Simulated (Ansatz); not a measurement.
This geometry of AsFH$_{2}$Mg (5 atoms, charge 0, multiplicity 1) is a first-order saddle point.

Theory: Ansatz 0.2.0, RKS r2SCANh-D4/def2-SVP.

```xyz
5
Properties=species:S:1:pos:R:3
F -1.107 -2.439 1.762
Mg -0.502 -1.105 0.798
As 0.327 0.721 -0.521
H 0.284 2.172 -0.192
H 0.998 0.651 -1.847
```

Which two structures does it join? (They come from a converged band through this point; their orientation in space is the band's.)

No bond is made or broken. The height of As3 over the plane of its neighbours goes from -1.00 to 1.00 Å. The two ends are copies of one structure, up to a mirror image or an exchange of like atoms.

Initial state:

```xyz
5
Properties=species:S:1:pos:R:3
F -1.274 -2.203 1.474
Mg -0.322 -0.930 0.716
As 1.098 0.878 -0.332
H -0.081 1.832 -0.163
H 0.579 0.424 -1.695
```

Final state:

```xyz
5
Properties=species:S:1:pos:R:3
F -1.219 -2.214 1.507
Mg -0.694 -0.869 0.498
As -0.002 1.063 -0.977
H 0.627 1.713 0.252
H 1.288 0.306 -1.280
```

How far does it lie above each of them?

0.81 eV above the first and 0.81 eV above the second. This is the barrier of this one path; another mechanism may lie lower.

The run took 94 s on 1 thread of Intel(R) Xeon(R) 6975P-C (Granite Rapids), on a shared host, peak memory 0.19 GiB.
